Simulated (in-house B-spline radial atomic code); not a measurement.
Si VII (Si6+): [He] 2s2 2p3 4d1 (an excited or competing configuration)

Computed with an all-electron radial atomic-structure program (B-spline basis): Dirac-Hartree-Fock, average of configuration, Fermi nucleus of rms radius 3.1224 fm.

Effective charges: Z_r = [3n² - l(l+1)]/(2<r>) from the radius, Z_e = n√(-2ε) from the energy, and Slater's rules. Values are occupation-weighted means over j.

| shell | electrons | ε (eV) | <r> (bohr) | Z_r | Z_e | Slater |
| --- | --- | --- | --- | --- | --- | --- |
| 1s | 2 | -2085.1 | 0.1106 | 13.56 | 12.38 | 13.70 |
| 2s | 2 | -323.85 | 0.5182 | 11.58 | 9.76 | 10.90 |
| 2p | 3 | -287.45 | 0.4654 | 10.74 | 9.19 | 10.90 |
| 4d | 1 | -43.287 | 2.86 | 7.34 | 7.13 | 7.00 |

The least bound orbital is 4d5/2 at -43.28 eV, and it is also the most diffuse (<r> = 2.86 bohr).

Spin-orbit splittings of the orbital energies (j = l + 1/2 above j = l - 1/2 when positive): 2p 0.8273 eV, 4d 0.006856 eV.

For the 1s electron the small component carries 0.247 % of the norm, the zero-frequency Breit interaction raises the level by 1.081 eV, self-energy by 0.4809 eV, and vacuum polarisation lowers it by 0.02986 eV.
